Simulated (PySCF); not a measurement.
Species: C₆H₇OSi (doublet state).
Cartesian coordinates in Å at the GFN2-xTB level; atoms count from 1:
```
atom  x, y, z in Å
C1     0.230    3.386    0.600
C2     0.000    2.240    0.327
C3    -0.305    0.886    0.004
C4     0.654    0.040   -0.254
C5     1.641   -0.839   -0.517
C6     2.261   -1.622    0.426
O7    -1.641    0.596   -0.007
Si8   -2.403   -0.804   -0.318
H9     0.444    4.386    0.839
H10    1.965   -0.924   -1.551
H11    3.040   -2.309    0.149
H12    1.982   -1.568    1.463
H13   -1.975   -1.848    0.615
H14   -3.772   -0.359   -0.114
H15   -2.124   -1.254   -1.684
```

The hyperfine couplings belong to this conformer and change with its torsions.

The species is `C#CC(=[C]C=C)O[SiH3]` [radical].

The calculation used PySCF, UKS B3LYP, pcH-1 on C H O Si, non-relativistic, mean-field spin-orbit, GIAO. Geometry: GFN2-xTB, one conformer, isolated molecule. A GFN2-xTB geometry isn't a minimum of the functional, and hyperfine couplings can be far from their values at a DFT geometry. Stability of the SCF solution: not tested. ⟨S²⟩ is 0.778 where a pure state has 0.75.

Question: What is the g tensor, term by term?

Answer: 
```json
{"Δg (ppm)": "relativistic mass correction", "1": "-152", "2": "-152", "3": "-152"}
{"Δg (ppm)": "gauge correction", "1": "13", "2": "45", "3": "40"}
{"Δg (ppm)": "orbital Zeeman/spin–orbit", "1": "-59", "2": "406", "3": "439"}
{"Δg (ppm)": "total", "1": "-197", "2": "300", "3": "327"}
```

So g = 2.00212, 2.00262, 2.00265 and g_iso = 2.00246; the tensor is close to axial: the two nearest values differ by 5 % of g3 − g1. 

Question: At 34.055 GHz, how far is the centre of the isotropic spectrum from where a free electron (g = 2.002319) resonates?

Answer: B = hν/(g μB) with μB/h = 13.99624 MHz/mT gives 1215.17 mT for the free electron and 1215.08 mT at g_iso, 0.09 mT lower.

Question: How much does each term add to the isotropic shift?

Answer: The orbital-Zeeman/spin–orbit term 262, the mass correction -152 and the gauge correction 33 ppm, for a total of 143 ppm. The orbital-Zeeman/spin–orbit term is the largest in size. The mass correction is the same along every axis, so the anisotropy comes from the other two: their spans along these axes are 32 (gauge) and 498 ppm (orbital Zeeman/spin–orbit).

Question: What are the electron Larmor frequencies g μB B/h along the three axes at 350 mT?

Answer: 9.8078, 9.8102, 9.8103 GHz for g1, g2 and g3, a range of 2.6 MHz.

Question: In a frozen sample, at which fields do the three g values resonate at 9.5, 34, 94 and 263 GHz (hyperfine left aside), and which band first spreads them over more than twice a line width of 0.3 mT?

Answer: 
| band | GHz | B(g3) mT | B(g2) mT | B(g1) mT | spread mT |
| --- | --- | --- | --- | --- | --- |
| X | 9.5 | 338.93 | 338.93 | 339.02 | 0.09 |
| Q | 34.0 | 1213.01 | 1213.02 | 1213.32 | 0.32 |
| W | 94.0 | 3353.61 | 3353.65 | 3354.48 | 0.88 |
| J | 263.0 | 9382.96 | 9383.09 | 9385.42 | 2.46 |

The spread grows in proportion to the frequency. W band is the first where it exceeds 0.6 mT.

Largest spin populations (Mulliken): C6 (+0.70), C4 (+0.62), C5 (-0.26) and C3 (-0.07). The angles at C6 add up to 360.0°, so it is planar; its axial dipolar tensor and the negative couplings of its protons fit spin in a p orbital normal to that plane.

The HOMO–LUMO gaps are 5.05 eV among the α and 3.69 eV among the β orbitals.
